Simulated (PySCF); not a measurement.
H₄NO₃Ta, SMILES [NH2][Ta](=[O])([OH])[OH], multiplicity 1. Geometry optimised at B3LYP-D3(BJ)/def2-SVP. The spin state was assumed, not searched. The def2 effective core potentials stand for the cores of Ta; spin–orbit coupling is left out. One conformer was computed; it need not be the lowest.

All values below come from B3LYP-D3(BJ)/def2-SVP in PySCF.

Harmonic wavenumbers (cm⁻¹): 177, 178, 183, 187, 214, 321, 337, 350, 460, 465, 479, 593, 674, 706, 709, 988, 1513, 3540, 3633, 3901, 3905. Rotational constants (GHz): 3.181, 3.131, 2.763; symmetry number 1.

### Question
Work out the zero-point energy and the ideal-gas rigid-rotor harmonic-oscillator thermochemistry at 298.15 K and 1 atm.

### Answer
ZPE = ½ Σ hcν = ½ × 23513 cm⁻¹ = 140.64 kJ/mol. H − E(el) = 164.55 kJ/mol. Entropy in J/(mol K): translation 177.46, rotation 112.38, vibration 78.29, total 368.12. G − E(el) = 54.80 kJ/mol. Cp = 125.61 J/(mol K).
